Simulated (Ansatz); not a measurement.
Geometry optimisation, Ansatz 0.2.0, RKS PBE0-D4/6-31G*.

The input (input.yaml):

```yaml
crystal:
  periodic: [false, false, false]
  atoms:
    - { symbol: B, position_ang: [0.052569, -0.144964, -0.073567] }
    - { symbol: Cl, position_ang: [0.041389, -0.778616, 1.652145] }
    - { symbol: "N", position_ang: [1.259307, -0.188397, -0.748137] }
    - { symbol: H, position_ang: [2.127308, -0.45065, -0.305626] }
    - { symbol: H, position_ang: [1.348475, 0.160413, -1.68965] }
    - { symbol: H, position_ang: [-0.986861, 0.1406, -0.570145] }
    - { symbol: F, position_ang: [0.073003, 2.203381, 0.863415] }
    - { symbol: H, position_ang: [0.12821, 1.786931, 1.692265] }
basis:
  gaussian: { orbitals: "6-31G*" }
hamiltonian:
  xc: pbe0
  dispersion: d4
relax:
  f_tol: 0.03
  max_steps: 50
```

Run as:

```bash
$ ansatz run input.yaml --threads 1 --pin off --max-ram 2048MiB --backend cpu --events-out ev --progress --plain --runs-dir out
```

Q: Where does it end, and by what steps?

A: It converged. After 8 steps the energy has fallen by 0.053 eV; F7 moved furthest, 0.31 Å.

```
step  energy less start (eV)  largest force component (eV/Å)  accepted
   0                  0.0000                           0.609       yes
   1                  0.0444                           1.864        no
   2                 -0.0291                           0.649       yes
   3                 -0.0406                           0.516       yes
   4                 -0.0428                           0.584       yes
   5                 -0.0507                           0.081       yes
   6                 -0.0522                           0.048       yes
   7                 -0.0524                           0.067       yes
   8                 -0.0526                           0.024       yes
```

```xyz
8
Properties=species:S:1:pos:R:3
B 0.093 -0.173 -0.092
Cl 0.086 -0.656 1.637
N 1.280 -0.248 -0.794
H 2.160 -0.513 -0.376
H 1.343 0.029 -1.762
H -0.939 0.146 -0.591
F 0.052 2.420 1.089
H -0.031 1.724 1.708
```

Whether the end is a true minimum wasn't checked by a vibrational analysis.

The run took 33 s on 1 thread of Arm Neoverse V1 (shared host), peak memory 0.16 GiB.
